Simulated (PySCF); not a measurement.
**Static response to an electric field**

GaCl2(SiH3).
Geometry (PBE0-D3(BJ)/def2-SVP, Å), atoms numbered from 1 in this order:
```
atom  x, y, z in Å
Ga1    0.638    1.058    0.023
Cl2    2.788    1.119    0.051
Cl3   -0.246    3.017   -0.032
Si4   -0.608   -0.986    0.006
H5    -1.937   -0.782    0.651
H6     0.163   -2.042    0.722
H7    -0.797   -1.383   -1.422
```

Level: wB97X-D/def2-SVPD (PySCF), static field, nuclei fixed, core orbitals frozen in the response. The polarisability tensor in these axes (au):

```
x    94.39   5.65   0.58
y     5.65 100.48  -0.16
z     0.58  -0.16  66.11
```

**Question.** Give the principal values, the mean and the anisotropy Δα = √{½[(α1 − α2)² + (α2 − α3)² + (α1 − α3)²]}.

**Answer.** Principal values 66.09, 91.04 and 103.86 au; mean 86.99 au = 12.89 Å³ = 14.34 × 10⁻⁴⁰ C²·m²/J; Δα = 33.26 au (38 % of the mean).

**Question.** What is the dipole moment, and where does it point?

**Answer.** (-1.61, -2.54, 0.06) D, 3.01 D in size, pointing from the negative to the positive side. Measured along this direction, the outermost atoms are Cl2 and Cl3 at the negative end and H5 and H6 at the positive end.

**Question.** Find the Langevin capture rate constant for NH4+ (18.034 u) meeting this molecule (169.864 u), k = 2.342 × 10⁻⁹ cm³/s × √(α in Å³ / reduced mass in u).

**Answer.** The reduced mass is 16.30 u, so k = 2.08 × 10⁻⁹ cm³/s. The formula leaves out the permanent dipole, which adds to the capture rate.

**Question.** Directions of the eigenvectors, and the extent of the frame along each?

**Answer.** Largest value along (0.51, 0.86, 0.00), where the nuclei span 4.13 Å; middle along (0.86, -0.51, 0.02), 3.58 Å; least along (-0.02, 0.01, 1.00), 2.12 Å. The response follows the extents in order.

**Question.** How large is μ²/3kT at 400 K beside α?

**Answer.** In Gaussian units μ²/3kT = 54.60 Å³ against 12.89 Å³, a ratio of 4.24; the Debye molar polarisation (4π/3)N_A(α + μ²/3kT) is 170.3 cm³/mol, leaving out the vibrational part.

**Question.** What would n − 1 = 2πNα be for an ideal gas of these molecules at 400 K and 1 atm, electronic part alone?

**Answer.** N = p/kT = 1.8347 × 10¹⁹ cm⁻³, so n − 1 = 2π × N × 12.89 × 10⁻²⁴ cm³ = 1486 × 10⁻⁶ at long wavelengths, for an ideal gas.

Geometry: PBE0-D3(BJ)/def2-SVP; no solvent, vibrations or thermal averaging. The calculation is non-relativistic, for gallium too.
